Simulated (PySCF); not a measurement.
Two species compared at the same levels of theory.

First species: C5H6F2O2S.
SMILES: `O=S1(=O)C[C@@H](F)CC=C1F`

Second species: C8H6F2.
Bonds: C1–C2 (double), C2–C3, C3–C4 (aromatic), C4–C5 (aromatic), C5–C6 (aromatic), C6–C7 (aromatic), C7–F8, C7–C9 (aromatic), C9–F10, C3–C9 (aromatic). Hydrogens: H11, H12 on C1; H13 on C2; H14 on C4; H15 on C5; H16 on C6.

Levels: CAM-B3LYP/def2-SVPD for HOMO energy, LUMO energy, HOMO–LUMO gap and static isotropic polarisability; TDDFT CAM-B3LYP/def2-SVPD for lowest singlet excitation. Geometries: PBE0-D3(BJ)/def2-SVP. Each structure is a single optimised conformer of the isolated species, non-relativistic unless stated. Electronic properties by PySCF.

Dipoles, sizes and rotational constants follow the conformer. The torsions of the flexible species, by atom-mapped SMILES:
- `[CH2:1]=[CH:2][c:3]1[cH:4][cH:5][cH:6][c:7]([F:8])[c:9]1[F:10]`: C1–C2–C3–C4 -1°

The conformers of `O=S1(=O)C[C@@H](F)CC=C1F` aren't listed.

Values for the first species:

| Quantity | Value |
| --- | --- |
| HOMO energy | -9.72 eV |
| LUMO energy | -0.07 eV |
| HOMO–LUMO gap | 9.65 eV |
| Lowest singlet excitation | 6.75 eV |
| Static isotropic polarisability | 82.6 au |

Problem. Estimate the same properties for the second species, and the change in each.

Solution. 
```
                       property     first    second  second less first
                    HOMO energy  -9.72 eV  -8.15 eV           +1.57 eV
                    LUMO energy  -0.07 eV  -0.51 eV           -0.44 eV
                  HOMO–LUMO gap   9.65 eV   7.64 eV           -2.01 eV
      lowest singlet excitation   6.75 eV   4.95 eV           -1.80 eV
static isotropic polarisability   82.6 au   97.2 au           +14.6 au
```

On the first: S1 lies 2.90 eV below the HOMO–LUMO gap; its leading configuration is HOMO→LUMO, weight 0.80. The polarisability is 12.24 Å³ as a volume (1 au = 0.148185 Å³), or 0.96 au for each of the 86 electrons.

On the second: The principal polarisabilities are 54.4, 98.4 and 138.8 au; their mean is the isotropic value. No computed singlet falls in the visible range (750 to 380 nm, 1.65 to 3.26 eV); S1 lies 1.69 eV above its blue end.
